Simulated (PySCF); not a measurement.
**VS2: from structure and modes to constants**

Method: PySCF, UwB97X, basis V def2-SVP, S def2-SVP (no relativity, density fitting).

The doublet minimum has C2v symmetry. Masses (u): V 50.94396, S 31.97207.

```xyz
3
charge 0 multiplicity 2, angstrom
V     0.0000    0.0000   -0.6043
S     1.6852    0.0000    0.4814
S    -1.6852    0.0000    0.4814
```

Harmonic wavenumbers (cm⁻¹): 171.7 (a1, ×1), 592.5 (a1, ×1), 654.4 (b2, ×1).

(1) Find the principal moments of inertia and the rotational constants. What kind of rotor is it?

(2) Find the vibrational entropy and heat capacity at 298.15 K.

(3) Give the standard entropy (298.15 K, 1 bar) by its translational, rotational, vibrational and spin parts, and Cp.

Results:

(1) About the centre of mass I = 33.417, 181.6, 215.02 u Å². With B = 16.8576/I this gives 0.5045, 0.09283, 0.0784 cm⁻¹. The molecule is an asymmetric top with κ = -0.93.

(2) With u = 1.43878 ω/T, each mode gives S = R[u/(eᵘ−1) − ln(1−e⁻ᵘ)] and C = R u² eᵘ/(eᵘ−1)².
| ω (cm⁻¹) | u | S (J/(mol K)) | C (J/(mol K)) |
| --- | --- | --- | --- |
| 171.7 | 0.828 | 10.11 | 7.85 |
| 592.5 | 2.859 | 1.94 | 4.38 |
| 654.4 | 3.158 | 1.53 | 3.84 |
The sums over all modes are S = 13.6 and C = 16.1 J/(mol K); the softest mode gives 74 % of the entropy.

(3) Sackur–Tetrode with M = 114.89 u gives 168.0; rotation with symmetry number 2 gives 101.3; vibration 13.6; spin R ln 2 = 5.8. The total is 288.7 J/(mol K), and Cp = 4 R + 16.1 = 49.3 J/(mol K).

This need not be the most stable arrangement of these atoms. Open d and f shells are described by one determinant, and the ground state may have another occupation or spin.
